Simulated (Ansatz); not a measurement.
A nudged elastic band was laid between two geometries of C$_{3}$H$_{6}$GeO (11 atoms, charge 0, multiplicity 1).

The calculation used RKS PBE-D4/def2-mTZVP in Ansatz 0.2.0.

```json
{
 "movable images": "5",
 "climbing image": "yes",
 "spring": "5.0 eV/Å²",
 "optimiser": "quadratic models (default)",
 "start path": "through a guess of the saddle point",
 "force threshold": "0.05 eV/Å",
 "iteration limit": "60",
 "end points": "relaxed"
}
```

Initial state:

```xyz
11
Properties=species:S:1:pos:R:3
C -1.783 0.532 0.764
Ge 0.080 0.797 0.191
C 1.418 -0.604 0.365
C 0.999 -0.492 -0.903
O 1.222 -1.056 -2.113
H -2.018 -0.540 0.753
H -2.474 1.057 0.090
H -1.931 0.919 1.782
H 0.526 2.284 0.149
H 2.123 -1.196 0.951
H 1.903 -1.758 -2.009
```

Final state:

```xyz
11
Properties=species:S:1:pos:R:3
C -1.742 0.493 0.693
Ge 0.147 0.737 0.193
C 1.492 -0.608 0.568
C 1.155 -0.639 -0.724
O 1.541 -1.392 -1.788
H -1.967 -0.580 0.753
H -2.407 0.958 -0.048
H -1.940 0.951 1.672
H 0.565 2.224 0.024
H 2.169 -1.123 1.251
H 1.053 -1.079 -2.574
```

(1) What changes between the two ends?

(2) Give the energies along the band, and the barrier.

(3) What is the geometry of the highest image?

(4) What are the harmonic wavenumbers there?

The band took 9 iterations and of the order of 5 core-minutes.

Results:

(1) No bond is made or broken. The dihedral C3–C4–O5–H11 goes from 0 to -179°.

(2) The run converged. The highest image is number 3 of 0 to 6, 5.9 kcal/mol above the first end and 6.7 kcal/mol above the last; the last end lies 0.8 kcal/mol below the first. A vibrational analysis at the climbing image gives one clearly imaginary mode, 465i cm⁻¹: a first-order saddle point.

```tsv
image	path coordinate (Å)	energy (kcal/mol)	dihedral C3–C4–O5–H11 (°)
0	0.00	0.0	0
1	0.36	0.8	16
2	0.72	3.9	50
3	1.08	5.9	88
4	1.48	3.6	127
5	1.89	0.2	160
6	2.29	-0.8	-179
```

(3) 
```xyz
11
Properties=species:S:1:pos:R:3
C -1.764 0.492 0.705
Ge 0.098 0.822 0.149
C 1.478 -0.537 0.456
C 1.171 -0.459 -0.837
O 1.617 -1.009 -2.014
H -1.971 -0.585 0.655
H -2.465 1.019 0.045
H -1.930 0.838 1.734
H 0.515 2.317 0.216
H 2.172 -1.104 1.084
H 1.145 -1.850 -2.173
```

(4) 465i, 97, 123, 173, 277, 345, 500, 550, 593, 596, 666, 772, 783, 844, 960, 1038, 1182, 1249, 1436, 1441, 1624, 2046, 2983, 3062, 3075, 3079, 3664 cm⁻¹.

Time of the run: 2.7 min on 2 threads of Intel(R) Xeon(R) Platinum 8259CL CPU @ 2.50GHz (Skylake/Cascade Lake), with other jobs on the host, peak memory 0.22 GiB.
